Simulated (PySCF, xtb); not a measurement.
dimethyl telluride (C2H6Te), SMILES C[Te]C.

Harmonic wavenumbers (cm⁻¹) from GFN2-xTB in xtb 6.7.1 at its own minimum, in rising order: 110, 118, 167, 544, 547, 799, 841, 856, 861, 1291, 1306, 1469, 1469, 1474, 1475, 3044, 3053, 3055, 3059, 3078, 3083.

**Question.** What does PBE-D3(BJ)/def2-SVP (PySCF) give at its own minimum? (An estimate is asked for; the answer gives what the named calculation found.)

**Answer.** 109, 120, 163, 510, 514, 753, 785, 818, 860, 1181, 1199, 1378, 1386, 1388, 1394, 2991, 2994, 3113, 3114, 3114, 3118. Paired by order, the mean absolute difference is 51 cm⁻¹ and the zero-point energies are 45.3 and 44.3 kcal/mol.
